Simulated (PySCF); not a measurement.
Species: C₅H₉OP.
SMILES with atom numbers: `[CH3:1]/[CH:2]=[CH:3]\[P:4]1(=[O:5])[CH2:6][CH2:7]1`

Definitions: NICS(0) = −σiso at the ring centroid; NICS(1) = −σiso and NICS(1)zz = −σzz at ±1 Å along the ring normal z. Level: GIAO PBE0/pcSseg-1 (PySCF, non-relativistic, gas phase) on the GFN2-xTB geometry, one conformer.

Ring bond lengths (Å), with Mayer bond orders in brackets: P4–C6 1.810 (0.90), C6–C7 1.564 (0.90), C7–P4 1.807 (0.88).

Question: Give the NICS values of each ring in ppm.

Answer: 
| ring | type | NICS(0) | NICS(1), two faces | NICS(1)zz, two faces | rms pucker (Å) | centre to ring atoms, mean (Å) |
| --- | --- | --- | --- | --- | --- | --- |
| P4–C6–C7 | 3-membered ring with P; formal bonds all single | -22.2 | -8.0 / -4.0 | -14.1 / -7.9 | 0.00 | 1.00 |

Question: What do they say, and how far can they be read as aromaticity?

Answer: 
- P4–C6–C7: mean NICS(1)zz -11.0 ppm, shielded. P4, C6, C7 have four or more neighbours, and the NICS criterion for π rings isn't applied. The two faces differ by 6.2 ppm, so no symmetry operation interchanges them. NICS(0) lies 16 ppm below the mean NICS(1).

Question: At the first NICS(1) probe listed for ring P4–C6–C7, 1 Å off the ring, what do the in-plane components average?

Answer: The isotropic value is a third of the trace: (3 × -8.0 − (-14.1))/2 = -5.0 ppm.

The values belong to the conformer `[CH3:1]/[CH:2]=[CH:3]\[P:4]1(=[O:5])[CH2:6][CH2:7]1`: C2–C3–P4–O5 -66°.
